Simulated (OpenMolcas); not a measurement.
# Gd2+ in a point-charge field

Gd2+ among 6 point charges of -1.5 e arranged as an octahedron (Oh), 2.84 Å from the ion.
```
   2.8400    0.0000    0.0000  -1.50
   0.0000    2.8400    0.0000  -1.50
  -2.8400    0.0000    0.0000  -1.50
   0.0000   -2.8400    0.0000  -1.50
   0.0000    0.0000    2.8400  -1.50
   0.0000    0.0000   -2.8400  -1.50
```

```yaml
Program: OpenMolcas
Method: CASSCF
Basis: ANO-RCC-VDZP [7s6p4d2f1g]
Scalar_Hamiltonian: DKH2, point nucleus
Active_space: 8 electrons in 7 orbitals (4f)
State_averaging: 2S+1 = 7 even, 7 roots; 2S+1 = 5 even, 77 roots kept (CI in the orbitals of an earlier block); 2S+1 = 3 even, 26 roots kept (CI in the orbitals of an earlier block)
Spin-orbit_coupling: RASSI with atomic mean-field integrals over the reference wave functions
```

The lowest spin-free states (labels of O, the rotations of Oh), above the lowest:

| State | Degeneracy | E (cm-1) | Free-ion L (%) |
| --- | --- | --- | --- |
| 7A2 | 1 | 0.0 | F (100) |
| 7T2 | 3 | 211.3 | F (100) |
| 7T1 | 3 | 417.1 | F (100) |
| 5E | 2 | 23522 | D (100) |
| 5T2 | 3 | 23526 | D (100) |
| 5A1 | 1 | 26771 | L (100) |
| 5T1 | 3 | 26782 | L (100) |
| 5E | 2 | 26789 | L (100) |
| 5T2 | 3 | 26931 | L (100) |
| 5T1 | 3 | 26996 | L (100) |
| 5E | 2 | 27045 | L (100) |
| 5T2 | 3 | 27061 | L (100) |
| 5T2 | 3 | 28078 | G (100) |
| 5E | 2 | 28148 | G (100) |
| 5T1 | 3 | 28164 | G (100) |
| 5A1 | 1 | 28190 | G (100) |
| 5T1 | 3 | 32390 | H (100) |
| 5E | 2 | 32422 | H (100) |
| 5T2 | 3 | 32574 | H (100) |
| 5T1 | 3 | 32643 | H (100) |

The lowest levels with spin-orbit coupling:

```tsv
E (cm-1)	Degeneracy	Label	2S+1	J	|mJ| (%)
0.0	1	A1	7	6.00	4 (87)
18.5	3	T1	7	5.99	4 (33)
39.9	3	T2	7	5.99	5 (41)
136.7	1	A2	7	6.00	2 (69)
163.2	3	T2	7	6.00	1 (54)
172.7	2	E	7	6.00	0 (44)
1626	3	T1	7	5.00	5 (35)
1673	3	T2	7	5.00	2 (33)
1733	2	E	7	5.00	2 (50)
1748	3	T1	7	5.00	3 (58)
2731	1	A1	7	4.00	0 (58)
2770	3	T1	7	4.00	1 (58)
2802	2	E	7	4.00	2 (50)
2910	3	T2	7	3.99	3 (58)
3686	3	T1	7	3.00	3 (41)
3710	3	T2	7	2.99	1 (42)
3757	1	A2	7	3.00	2 (100)
4343	3	T2	7	2.04	1 (66)
4452	2	E	7	2.01	2 (50)
4832	3	T1	7	1.03	1 (66)
```

Powder χT (cm3 K/mol): 1.77 at 2 K, 7.58 at 10 K, 11.1 at 50 K, 11.5 at 100 K, 11.7 at 200 K, 11.8 at 300 K. The effective moment at 300 K is 2.828 √(χT) = 9.70 μB.

Hund's rules give f8 the level 7F6 with g = 1.500, so an isolated free-ion multiplet has χT = g² J(J+1) / 8 = 11.812 cm3 K/mol. The computed 11.764 at 300 K differs by 0 %, through the field's splitting, the mixing of terms and any other multiplet in reach.

Stevens parameters of the J = 6 multiplet, which is 173 cm-1 wide (cm-1, z along the main axis): B40 = 1.222e-02, B44 = 6.118e-02, B60 = 1.893e-06, B64 = -3.750e-05.

High states are left out of the spin-orbit mixing, which shifts the levels that they would mix with. The free ion's ground configuration, as NIST lists it, lies outside this active space, so the lowest level here need not be the ground level. Point charges carry no covalency, so the field is a model and not that of real ligands. The first state left out of the spin-orbit step lies near 45000 cm-1 above the lowest spin-free state of the reference (among the parities and spins computed), and the lists stop at four fifths of that energy or lower. No measured value stands beside these numbers.
